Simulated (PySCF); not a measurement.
**Partial charges of `C=C([SiH2]OC(C)=S)C(=O)O`**

C5H8O3SSi.
Geometry (GFN2-xTB, Å), atoms numbered from 1 in this order:
```
atom  x, y, z in Å
C1    -2.4667   -1.1859    0.6692
C2    -1.6624   -0.5208   -0.1524
Si3   -0.0626   -1.1645   -0.9166
O4     1.0340   -0.1000   -0.2832
C5     2.3251   -0.0949   -0.5344
C6     3.0799    1.0271    0.0930
S7     3.0242   -1.2341   -1.4585
C8    -1.9955    0.8210   -0.6491
O9    -1.3573    1.3501   -1.5299
O10   -3.0455    1.4176   -0.0730
H11   -3.3905   -0.7611    1.0304
H12   -2.2226   -2.1792    1.0058
H13    0.2194   -2.4980   -0.3915
H14   -0.0604   -1.0998   -2.3686
H15    2.9057    1.0336    1.1688
H16    4.1415    0.9310   -0.1112
H17    2.7119    1.9730   -0.3049
H18   -3.1869    2.2915   -0.4703
```

Density: PBE0/pcSseg-1 (PySCF); schemes: Mulliken, IAO, Hirshfeld and ESP-fitted. Geometry: GFN2-xTB, one conformer, isolated molecule.

What partial charge does each atom carry?

In e:

| atom | environment | Mulliken | IAO | Hirshfeld | ESP-fitted |
| --- | --- | --- | --- | --- | --- |
| C1 | terminal =CH2 carbon | +0.001 | -0.231 | -0.049 | -0.320 |
| C2 | fully substituted alkene carbon | -0.627 | -0.335 | -0.109 | -0.129 |
| Si3 | oxygen-bound silicon | +0.917 | +0.977 | +0.368 | +0.500 |
| O4 | silyl ether oxygen | -0.528 | -0.535 | -0.166 | -0.319 |
| C5 | thiocarbonyl carbon | +0.011 | +0.168 | +0.127 | +0.435 |
| C6 | methyl carbon | -0.194 | -0.443 | -0.120 | -0.593 |
| S7 | thiocarbonyl sulfur | -0.145 | -0.165 | -0.155 | -0.302 |
| C8 | carboxylic acid carbon | +0.571 | +0.525 | +0.202 | +0.619 |
| O9 | acid carbonyl oxygen | -0.417 | -0.466 | -0.257 | -0.503 |
| O10 | acid hydroxyl oxygen | -0.373 | -0.477 | -0.165 | -0.567 |
| H11 | vinylic hydrogen | +0.137 | +0.170 | +0.055 | +0.187 |
| H12 | vinylic hydrogen | +0.127 | +0.162 | +0.060 | +0.182 |
| H13 | Si–H hydrogen | -0.100 | -0.134 | -0.080 | -0.111 |
| H14 | Si–H hydrogen | -0.061 | -0.110 | -0.071 | -0.073 |
| H15 | methyl hydrogen | +0.141 | +0.169 | +0.057 | +0.193 |
| H16 | methyl hydrogen | +0.141 | +0.172 | +0.051 | +0.156 |
| H17 | methyl hydrogen | +0.150 | +0.175 | +0.061 | +0.208 |
| H18 | acid proton | +0.248 | +0.377 | +0.191 | +0.434 |

Mean size of the charges over all atoms: ESP-fitted 0.324 e, IAO 0.322 e, Mulliken 0.272 e, Hirshfeld 0.130 e. Each set sums to the total charge, 0, to within 0.001 e. The Mulliken scheme gives each basis function's population to the atom it is centred on and halves the overlap population of two atoms between them. The IAO scheme projects the occupied orbitals on a minimal set of polarised atomic orbitals and counts the electrons in each atom's part of it.

Lowest charge. The schemes don't all agree: Mulliken C2 (-0.627); IAO O4 (-0.535); Hirshfeld O9 (-0.257); ESP-fitted C6 (-0.593).

Highest charge. The schemes don't all agree: Mulliken Si3 (+0.917); IAO Si3 (+0.977); Hirshfeld Si3 (+0.368); ESP-fitted C8 (+0.619).

How closely do the schemes follow one another over all atoms?

Correlation coefficient and root-mean-square difference: IAO with Hirshfeld 0.97, 0.241 e; Mulliken with IAO 0.95, 0.123 e; Hirshfeld with ESP-fitted 0.92, 0.235 e; Mulliken with Hirshfeld 0.91, 0.232 e; IAO with ESP-fitted 0.91, 0.160 e; Mulliken with ESP-fitted 0.79, 0.239 e.

Sum the charges by element, for elements with more than one atom.

```csv
element,atoms,Mulliken,IAO,Hirshfeld,ESP-fitted
C,5,-0.237,-0.316,+0.051,+0.013
O,3,-1.317,-1.478,-0.588,-1.388
H,8,+0.783,+0.981,+0.325,+1.176
```

The run behind these numbers computed NMR shieldings as well. Hardware: Arm Neoverse N1, one thread, shared host with 64 logical CPUs at a one-minute load of 58. Cost: 1.9 min (with the writing of density and orbital grids), 1.0 GiB resident at most.
